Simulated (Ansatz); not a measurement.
Reactions of BClGeH₄O₂, SMILES `[OH][GeH2][B](O)Cl`.

Gas-phase electronic energies from Ansatz, PBE0-D4/def2-TZVP geometries. CBS: MP2 limit from def2 TZ/QZ plus the TZ coupled-cluster correction, frozen cores. This one scheme is used for every species. For Br, Ge, Se outer-core shells are correlated without core-valence functions, which leaves a few kJ/mol of doubt a bond. Scalar relativity is left out up to krypton. One conformer a species, not always the lowest.

Question: Order these by ΔE at CCSD(T)/CBS, lowest first. (An estimate is asked.)
A. `[OH][GeH2][B](O)Cl` + H₂O → `OB(O)Cl` + `[OH][GeH3]`
B. `[OH][GeH2][B](O)Cl` + H₂S → `OB(S)Cl` + `[OH][GeH3]`
C. `[OH][GeH2][B](O)Cl` + H₂Se → `[OH][GeH2][SeH]` + `OBCl`
D. `[OH][GeH2][B](O)Cl` + HBr → `[OH][GeH2][Br]` + `OBCl`
E. `[OH][GeH2][B](O)Cl` + NH₃ → `[NH2][GeH2][OH]` + `OBCl`

Answer: A (-125.2 kJ/mol), D (-100.7 kJ/mol), C (-78.0 kJ/mol), B (-66.2 kJ/mol), E (-20.6 kJ/mol).

Largest T1 diagnostic: 0.013, for `[OH][GeH2][B](O)Cl`.
